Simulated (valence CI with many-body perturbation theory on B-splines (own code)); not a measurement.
## Basis-set convergence for Yb29+

Computed by valence CI with perturbative core correlation (CI+MBPT): five valence electrons over a frozen Dirac-Fock core [Kr], a basis of 7 s, 7 p, 8 d, 6 f, 4 g, 1 h functions for each j, with the one-electron correlation potential Σ1, the two-electron term Σ2, the three-electron term Σ3, Breit, model QED; selected CI, second order for the rest, scaled by the run's own slope (own B-spline code, finite nucleus).

No measured spectrum was set against this ion. As an estimate, large intervals hold to a few tenths of a per cent, small ones and those within an open d or f shell to about a per cent. Among the levels kept, up to 420 cm⁻¹ of a level comes from second order outside the variational space, and about a tenth of that is noise between levels of different J, which matters for small intervals. Only levels of the ground parity were solved; by the run's estimate the other parity begins above the list, which can be wrong where configurations are misplaced.

The reference run has the lowest level (4d3/2^4 4d5/2) J=5/2 and an ionisation energy of 1114.38 eV. Its largest variational space holds 20000 state functions.

Levels are named by their leading jj configuration (3d3/2^4 stands for four electrons in 3d with j = 3/2), which in mixed levels can hold well under half, so a name can repeat and another be missing. Letters in brackets count levels of one name in rising energy.

Changed runs:
A. basis 6 s, 6 p, 5 d, 5 f, 1 g
B. basis 5 s, 5 p, 4 d, 4 f

Excitation energies of the reference run in cm⁻¹, and shifts in cm⁻¹:

| Level | Reference | A | B |
| --- | --- | --- | --- |
| (4d3/2^3 4d5/2^2) J=5/2 [a] | 70172 | -139 | -206 |
| (4d3/2^3 4d5/2^2) J=7/2 [a] | 104161 | +8.7 | +556 |
| (4d3/2^3 4d5/2^2) J=3/2 [a] | 107527 | +28 | +527 |
| (4d3/2^3 4d5/2^2) J=11/2 | 111022 | +69 | +533 |
| (4d3/2^3 4d5/2^2) J=9/2 | 121051 | +31 | +777 |
| (4d3/2^3 4d5/2^2) J=5/2 [b] | 126813 | +17 | +857 |
| (4d3/2^3 4d5/2^2) J=1/2 | 132376 | +53 | +834 |
| (4d3/2^3 4d5/2^2) J=7/2 [b] | 142651 | +136 | +1295 |
| (4d3/2^2 4d5/2^3) J=5/2 [a] | 174539 | -39 | +277 |
| (4d3/2^3 4d5/2^2) J=3/2 [b] | 177380 | +212 | +1337 |
| (4d3/2^2 4d5/2^3) J=7/2 [a] | 192854 | -87 | +512 |
| (4d3/2^2 4d5/2^3) J=11/2 | 197693 | -4.8 | +439 |
| Ionisation energy (eV) | 1114.38 | -0.07 | -0.17 |
